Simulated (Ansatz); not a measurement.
Geometry optimisation, UHF/def2-SVP (Ansatz).

The input (input.yaml):

```yaml
crystal:
  periodic: [false, false, false]
  atoms:
    - { symbol: Ti, position_ang: [0.003183, 0.0, -0.596298] }
    - { symbol: Cl, position_ang: [-0.018027, 0.0, 2.979719] }
    - { symbol: Cl, position_ang: [2.232933, 0.0, -0.731017] }
    - { symbol: Cl, position_ang: [-1.112752, 1.931038, -0.725939] }
    - { symbol: Cl, position_ang: [-1.112752, -1.931038, -0.725939] }
    - { symbol: Cl, position_ang: [0.009715, 0.0, 5.011874] }
magnetization:
  spin_polarized: true
  initial_magnetization: 1
basis:
  gaussian: { orbitals: def2-SVP }
hamiltonian:
  xc: hf
relax:
  f_tol: 0.03
  max_steps: 50
output:
  orbitals: {}
```

Launched with:

```bash
$ ansatz run input.yaml --threads 4 --pin off --max-ram 5120MiB --backend cpu --events-out ev --progress --plain --runs-dir out
```

**Question.** Where does it end, and by what steps?

**Answer.** It converged. The force dipped under the threshold on the way, but the program's further checks kept it going. After 8 steps the energy has fallen by 0.090 eV; Cl2 moved furthest, 1.55 Å.

| step | energy less start (eV) | largest force component (eV/Å) | accepted |
| --- | --- | --- | --- |
| 0 | 0.0000 | 0.414 | yes |
| 1 | -0.0395 | 0.173 | yes |
| 2 | -0.0615 | 0.103 | yes |
| 3 | -0.0707 | 0.016 | yes |
| 4 | -0.0767 | 0.048 | yes |
| 5 | -0.0815 | 0.032 | yes |
| 6 | -0.0850 | 0.011 | yes |
| 7 | -0.0877 | 0.011 | yes |
| 8 | -0.0899 | 0.022 | yes |

```xyz
6
Properties=species:S:1:pos:R:3
Ti 0.021 0.000 -1.470
Cl -0.151 0.000 4.526
Cl 2.252 0.000 -1.512
Cl -1.095 1.932 -1.432
Cl -1.095 -1.932 -1.432
Cl 0.070 0.000 6.533
```

Run time: 61 s on 4 threads of Arm Neoverse V2 (shared host), peak memory 0.74 GiB.
